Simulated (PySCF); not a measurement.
C$_{2}$H$_{3}$N, charge +1, doublet, geometry from GFN2-xTB (a state made from the parent by changing its charge; the spin is typed, not shown lowest), with bond 6-1 at 1.8 times its length; CASSCF(3,3)/6-31G (PySCF).

PySCF was given this input:
```python
from pyscf import gto, scf, mcscf
import numpy

mol = gto.Mole()
mol.atom = '''
    C    -1.139351    0.022070   -0.008180
    C     0.263300   -0.098708    0.029002
    N     1.398569    0.036153   -0.008276
    H    -1.505635   -0.668273   -0.789615
    H    -1.508476   -0.144114    1.020172
    H    -1.823740    1.816796   -0.529052
'''
mol.basis = '6-31g'
mol.charge = 1
mol.spin = 1
mol.verbose = 4
mol.build()

mf = scf.ROHF(mol)
mf.kernel()
mc = mcscf.CASSCF(mf, 3, 3)
mc.fix_spin_(ss=0.75)
mc.kernel()
occ = numpy.linalg.eigvalsh(mc.fcisolver.make_rdm1(mc.ci, mc.ncas, mc.nelecas))[::-1]
ss = mc.fcisolver.spin_square(mc.ci, mc.ncas, mc.nelecas)[0]
print('natural occupations', occ.round(4), ' <S^2>', round(ss, 4))
```

Output, abridged:

```
PySCF version 2.14.0

[INPUT] verbose = 4
[INPUT] num. atoms = 6
[INPUT] num. electrons = 21
[INPUT] charge = 1
[INPUT] spin (= nelec alpha-beta = 2S) = 1
[INPUT] symmetry False subgroup None
[INPUT] Mole.unit = angstrom
[INPUT] Symbol           X                Y                Z      unit          X                Y                Z       unit  Magmom
[...]
nuclear repulsion = 57.3781023268266
number of shells = 21
number of NR pGTOs = 78
number of NR cGTOs = 33
basis = 6-31g
ecp = {}

******** <class 'pyscf.scf.rohf.ROHF'> ********
method = ROHF
initial guess = minao
damping factor = 0
level_shift factor = 0
DIIS = <class 'pyscf.scf.diis.CDIIS'>
diis_start_cycle = 1
diis_space = 8
diis_damp = 0
SCF conv_tol = 1e-09
SCF conv_tol_grad = None
SCF max_cycles = 50
direct_scf = True
direct_scf_tol = 1e-13
num. doubly occ = 10  num. singly occ = 1
Set gradient conv threshold to 3.16228e-05
init E= -131.977230283686
[...]
cycle= 1 E= -131.197444460411  delta_E= 0.78  |g|= 0.591  |ddm|= 1.62
[...]
cycle= 2 E= -131.246191836219  delta_E= -0.0487  |g|= 0.574  |ddm|= 0.775
[...]
cycle= 3 E= -131.332764141248  delta_E= -0.0866  |g|= 0.0734  |ddm|= 0.371
[...]
cycle= 4 E= -131.340440667665  delta_E= -0.00768  |g|= 0.0447  |ddm|= 0.129
[...]
cycle= 5 E= -131.344619246928  delta_E= -0.00418  |g|= 0.0283  |ddm|= 0.0899
[...]
cycle= 6 E= -131.346792488132  delta_E= -0.00217  |g|= 0.0114  |ddm|= 0.106
[...]
cycle= 7 E= -131.346871032999  delta_E= -7.85e-05  |g|= 0.00322  |ddm|= 0.0185
[...]
cycle= 8 E= -131.346883935605  delta_E= -1.29e-05  |g|= 0.00146  |ddm|= 0.00679
[...]
cycle= 9 E= -131.346886447214  delta_E= -2.51e-06  |g|= 0.000881  |ddm|= 0.00238
[...]
cycle= 10 E= -131.346887228361  delta_E= -7.81e-07  |g|= 0.000371  |ddm|= 0.00164
[...]
cycle= 11 E= -131.346887472732  delta_E= -2.44e-07  |g|= 0.000203  |ddm|= 0.0013
[...]
cycle= 12 E= -131.346887536531  delta_E= -6.38e-08  |g|= 6.49e-05  |ddm|= 0.000547
[...]
cycle= 13 E= -131.346887542319  delta_E= -5.79e-09  |g|= 2.57e-05  |ddm|= 0.000161
[...]
cycle= 14 E= -131.346887542894  delta_E= -5.75e-10  |g|= 1.42e-05  |ddm|= 5.24e-05
[...]
Extra cycle  E= -131.346887543002  delta_E= -1.08e-10  |g|= 1.03e-05  |ddm|= 1.69e-05
converged SCF energy = -131.346887543002

******** <class 'pyscf.mcscf.mc1step.CASSCF'> ********
CAS (2e+1e, 3o), ncore = 9, nvir = 21
max_cycle_macro = 50
max_cycle_micro = 4
conv_tol = 1e-07
conv_tol_grad = None
orbital rotation max_stepsize = 0.02
[...]
CASCI E = -131.346964721287  S^2 = 0.7500000
[...]
macro iter   3 (  7 JK    2 micro), CASSCF E = -131.347107415142  dE = -4.20223728e-05  S^2 = 0.7500000
               |grad[o]|=0.000544  |grad[c]|=0.000776  |ddm|=0.00468  |maxRot[o]|=0.0699
macro iter   4 (  7 JK    2 micro), CASSCF E = -131.347158708698  dE = -5.12935568e-05  S^2 = 0.7500000
               |grad[o]|=0.000729  |grad[c]|=0.00141  |ddm|=0.00263  |maxRot[o]|=0.0604
macro iter   5 (  7 JK    2 micro), CASSCF E = -131.347209268843  dE = -5.05601445e-05  S^2 = 0.7500000
               |grad[o]|=0.000782  |grad[c]|=0.00149  |ddm|=0.00528  |maxRot[o]|=0.0468
macro iter   6 (  7 JK    2 micro), CASSCF E = -131.347319671801  dE = -1.10402958e-04  S^2 = 0.7500000
               |grad[o]|=0.00116  |grad[c]|=0.000852  |ddm|=0.00814  |maxRot[o]|=0.0402
macro iter   7 ( 21 JK    4 micro), CASSCF E = -131.349015115559  dE = -1.69544376e-03  S^2 = 0.7500000
               |grad[o]|=0.00146  |grad[c]|=0.00674  |ddm|=0.0177  |maxRot[o]|=0.245
macro iter   8 ( 21 JK    4 micro), CASSCF E = -131.355458291739  dE = -6.44317618e-03  S^2 = 0.7500000
               |grad[o]|=0.00691  |grad[c]|=0.0105  |ddm|=0.0107  |maxRot[o]|=0.201
macro iter   9 ( 21 JK    4 micro), CASSCF E = -131.361855418907  dE = -6.39712717e-03  S^2 = 0.7500000
               |grad[o]|=0.0143  |grad[c]|=0.00835  |ddm|=0.00881  |maxRot[o]|=0.198
macro iter  10 ( 19 JK    4 micro), CASSCF E = -131.363876293883  dE = -2.02087498e-03  S^2 = 0.7500000
               |grad[o]|=0.00906  |grad[c]|=0.00583  |ddm|=0.00688  |maxRot[o]|= 0.14
macro iter  11 ( 16 JK    4 micro), CASSCF E = -131.363997838368  dE = -1.21544485e-04  S^2 = 0.7500000
               |grad[o]|=0.00358  |grad[c]|=0.00135  |ddm|=0.00203  |maxRot[o]|=0.0411
macro iter  12 ( 10 JK    3 micro), CASSCF E = -131.364001196332  dE = -3.35796338e-06  S^2 = 0.7500000
               |grad[o]|=0.000559  |grad[c]|=6.02e-05  |ddm|=0.000472  |maxRot[o]|=0.00618
macro iter  13 (  3 JK    1 micro), CASSCF E = -131.364001203585  dE = -7.25322025e-09  S^2 = 0.7500000
               |grad[o]|=4.06e-05  |grad[c]|=2.07e-05  |ddm|=3.56e-05  |maxRot[o]|=0.000287
1-step CASSCF converged in  13 macro (163 JK  38 micro) steps
CASSCF canonicalization
Density matrix diagonal elements [1.98046297 1.00018853 0.0193485 ]
CASSCF energy = -131.364001203585
CASCI E = -131.364001203585  E(CI) = -3.97799279633793  S^2 = 0.7500000
natural occupations [1.9805 1.0002 0.0193]  <S^2> 0.75
```
